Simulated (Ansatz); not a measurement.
`OBN([SiH3])[SiH3]` and `[SiH3]N([SiH3])[Si]S` differ in one atom or group.

Ansatz, PBE0-D4/def2-TZVP geometries, multiplicity 1. Each molecule was computed in one conformer, which needn't be the lowest.

```
                               property  `OBN([SiH3])[SiH3]`
      LUMO energy (PBE/def2-TZVPP) / eV                -0.64
HOMO–LUMO gap (ωB97M-V/def2-TZVPP) / eV                12.02
  HOMO–LUMO gap (B3LYP/def2-TZVPP) / eV                 7.74
  HOMO energy (ωB97M-V/def2-TZVPP) / eV               -10.19
    HOMO–LUMO gap (PBE/def2-TZVPP) / eV                 6.01
    LUMO energy (B3LYP/def2-TZVPP) / eV                 0.03
```

Task: What does the change do to each property? (An estimate is asked.)

Result: The calculation gave: 
```
                               property  `[SiH3]N([SiH3])[Si]S`  shift
      LUMO energy (PBE/def2-TZVPP) / eV                   -2.56  -1.92
HOMO–LUMO gap (ωB97M-V/def2-TZVPP) / eV                    9.08  -2.94
  HOMO–LUMO gap (B3LYP/def2-TZVPP) / eV                    4.75  -2.99
  HOMO energy (ωB97M-V/def2-TZVPP) / eV                   -8.95   1.24
    HOMO–LUMO gap (PBE/def2-TZVPP) / eV                    3.28  -2.73
    LUMO energy (B3LYP/def2-TZVPP) / eV                   -1.93  -1.96
```

With PBE0 the HOMO rises by 1.07 eV and the LUMO falls by 2.01 eV, so the gap narrows by about 3.08 eV. PBE moves the HOMO by 0.81 eV and ωB97M-V by 1.24 eV.

B3LYP here is the variant with VWN-RPA as its local correlation; programs differ in this.
